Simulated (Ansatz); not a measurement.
CH7ClOSi2 can be A, `C[SiH2]O[SiH2]Cl`, or B, `[SiH3]OC[SiH2]Cl`.

Gas-phase electronic energies from Ansatz, PBE0-D4/def2-TZVP geometries. CCSD(T)/CBS adds triple-zeta CCSD(T) − MP2 to the extrapolated MP2 energy (def2 sets, frozen cores). DFT in def2-TZVPP. B3LYP here is the variant with VWN-RPA as its local correlation; programs differ in this. One conformer a species, not always the lowest.

(1) Which is lower in electronic energy at CCSD(T)/CBS, and by how much? (An estimate is asked.)

(2) Give E(B) − E(A) in kcal/mol with B3LYP, PBE-D4, HF/def2-TZVPP, CCSD(T)/def2-TZVPP, B3LYP-D4, ωB97M-V, B2PLYP. (Estimate.)

Largest T1 diagnostic: 0.011.

Results:

(1) Ansatz gave: A, by 57.1 kcal/mol.

(2) Ansatz gave: B3LYP 54.9, PBE-D4 53.1, HF/def2-TZVPP 57.6, CCSD(T)/def2-TZVPP 56.2, B3LYP-D4 55.7, ωB97M-V 56.3, B2PLYP 56.4. None reverses the order clearly.

From PBE to PBE0 (25 % exact exchange), in def2-TZVPP and without D4, E(B) − E(A) moves by +2.0 kcal/mol.
